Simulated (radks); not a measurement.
Spin polarisation of the 5d3 shell in neutral tantalum. Start: [Xe] 4f14 5d(up 1.5, down 1.5) 6s2; electrons of 5d are moved from spin down to spin up, other shells keep equal spins. All-electron calculation, scalar-relativistic Kohn-Sham, PBE, spin-polarised, spherical densities, finite nucleus; Fermi nuclear charge, rms radius of each element as measured or else 0.836 A^(1/3) + 0.57 fm. Program: a radial shooting solver on a logarithmic mesh with Libxc functionals.

| moment (Bohr magnetons) | E - E(0) (eV) | e(5d up) (eV) | e(5d down) (eV) | 6s down minus up (eV) | 4f down minus up (eV) |
|---|---|---|---|---|---|
| 0 | 0.000 | -3.593 | -3.593 | 0.000 | 0.000 |
| 0.75 | -0.079 | -3.791 | -3.367 | 0.292 | 0.061 |
| 1.5 | -0.318 | -3.961 | -3.114 | 0.585 | 0.121 |
| 2.25 | -0.714 | -4.101 | -2.833 | 0.881 | 0.181 |
| 3 | -1.268 | -4.207 | -2.524 | 1.178 | 0.241 |

At moment 3 the spin-polarisation energy is -1.268 eV and the 5d exchange splitting 1.683 eV, that is 0.561 eV per Bohr magneton; E = -I m^2/4 would give I = 0.563 eV.
